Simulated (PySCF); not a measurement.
biphenylene (C12H8), SMILES c1ccc2c(c1)-c1ccccc1-2.

Coordinates come from a B3LYP-D3(BJ)/def2-SVP optimisation.

Two levels are set side by side: TDA-PBE/def2-SVP (PySCF) and TDA-LC-ωPBE/def2-SVP (PySCF). Vertical, same geometry. The lowest singlet is HOMO→LUMO 97 % with PBE and HOMO→LUMO 95 % with the other functional; states are paired by order. Differences are taken from unrounded values.

```csv
quantity,TDA-LC-ωPBE
lowest singlet excitation (eV),3.95
lowest triplet excitation (TDA) (eV),2.56
first bright state (f over 0.05) (eV),4.53
its oscillator strength,0.12
```

Q: What does TDA-PBE give, and how far is it from TDA-LC-ωPBE? (The exact figures need the calculation; the answer reports its results.)

A: 
| quantity | TDA-PBE | TDA-PBE minus TDA-LC-ωPBE |
|---|---|---|
| lowest singlet excitation (eV) | 3.25 | -0.70 |
| lowest triplet excitation (TDA) (eV) | 2.40 | -0.15 |
| first bright state (f over 0.05) (eV) | 5.40 | 0.87 |
| its oscillator strength | 1.62 | 1.50 |

A lower first singlet is the usual sign of a functional without exact exchange. Differences between two approximate levels are no errors against the true value.

Rough cost on one machine, each run with all the roots and properties that it gave: TDA-LC-ωPBE against TDA-PBE about 3 times.
